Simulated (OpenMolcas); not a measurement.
# 5d⁵ along the 73-electron sequence

```yaml
Program: OpenMolcas 26.06
Method: SS-RASPT2, IPEA 0.25 Eh, imaginary shift 0.1 Eh
Basis: ANO-RCC-VQZP
Scalar_Hamiltonian: DKH2, point nucleus
Spin-orbit_coupling: RASSI with atomic mean-field integrals over the reference wave functions, term energies averaged over their components
```

Active space for each ion: 11 electrons in 8 orbitals (RAS1 5p, at most 2 holes; RAS2 5d); closed shells correlated by CASPT2: 5s.

Computed levels in cm-1 above ⁶S_5/2:

```json
{"Level": "⁴G_7/2", "Os3+": "21100", "Ir4+": "23440", "Pt5+": "25570", "Au6+": "27650"}
{"Level": "⁴G_11/2", "Os3+": "22130", "Ir4+": "24730", "Pt5+": "27150", "Au6+": "29560"}
{"Level": "⁴G_9/2", "Os3+": "22910", "Ir4+": "25770", "Pt5+": "28510", "Au6+": "31280"}
{"Level": "⁴P_1/2", "Os3+": "24600", "Ir4+": "27730", "Pt5+": "30670", "Au6+": "33610"}
{"Level": "⁴D_7/2", "Os3+": "27190", "Ir4+": "30950", "Pt5+": "34600", "Au6+": "38350"}
{"Level": "⁴D_1/2", "Os3+": "30820", "Ir4+": "35440", "Pt5+": "40050", "Au6+": "44940"}
{"Level": "²I_11/2", "Os3+": "32140", "Ir4+": "36190", "Pt5+": "40250", "Au6+": "44580"}
{"Level": "⁴F_3/2", "Os3+": "34870", "Ir4+": "39300", "Pt5+": "43640", "Au6+": "48240"}
{"Level": "²I_13/2", "Os3+": "35090", "Ir4+": "39750", "Pt5+": "44450", "Au6+": "49460"}
{"Level": "weight of ⁶S in the lowest level (%)", "Os3+": "88", "Ir4+": "85", "Pt5+": "81", "Au6+": "76"}
```

Mixed levels, with the weight of the term that names them: Os3+ ⁴G_7/2 (68 %), Os3+ ⁴P_1/2 (60 %), Os3+ ⁴D_7/2 (70 %), Os3+ ⁴D_1/2 (65 %), Os3+ ⁴F_3/2 (52 %), Ir4+ ⁴G_7/2 (64 %), Ir4+ ⁴P_1/2 (60 %), Ir4+ ⁴D_7/2 (66 %), Ir4+ ⁴D_1/2 (65 %), Ir4+ ²I_11/2 (73 %), Ir4+ ⁴F_3/2 (54 %), Pt5+ ⁴G_7/2 (61 %), Pt5+ ⁴G_11/2 (75 %), Pt5+ ⁴P_1/2 (59 %), Pt5+ ⁴D_7/2 (60 %), Pt5+ ⁴D_1/2 (66 %), Pt5+ ²I_11/2 (71 %), Pt5+ ⁴F_3/2 (55 %), Au6+ ⁴G_7/2 (57 %), Au6+ ⁴G_11/2 (70 %), Au6+ ⁴P_1/2 (59 %), Au6+ ⁴D_7/2 (53 %), Au6+ ⁴D_1/2 (67 %), Au6+ ²I_11/2 (68 %), Au6+ ⁴F_3/2 (52 %).

⁴G_7/2 changes by a factor of 1.31 over the same range, with steps per unit of Z of +2340, +2130, +2080 cm-1.

Term energies are means over components that CASPT2 splits; among the terms shown or strongly mixed into the levels shown the widest spread is 350 cm-1 (5d⁵ ²I, Ir4+). Active for correlation alone: 5p; no level in the range computed is led by a configuration that opens it, so any true level of that kind is missing. The CASPT2 spread within a term exceeds the gap to the next term for 5d⁵ ²D(1) and 5d⁵ ⁴F, so the order of their levels is uncertain, and so are names and mixing where such terms share a J (holds for Au6+). Only configurations of the active space appear.

A number in round brackets counts repeated terms of one configuration in the order of the reference energies.
